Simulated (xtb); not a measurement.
In(OH)2(OSiH3) (H5InO3Si), SMILES [In]([OH])([O][SiH3])[OH]. All values are semi-empirical tight-binding results from xtb (GFN2-xTB unless named), good for trends rather than for accurate numbers. The structure is a stationary point at GFN2-xTB. One conformer was computed; it need not be the lowest.

For metal compounds this method's bond lengths and energies can be far off.

```yaml
orbital_gap: 2.25 eV
zero_point_energy: 31.0 kcal/mol
G − E(el) at 298.15 K (modified RRHO): 7.9 kcal/mol
```
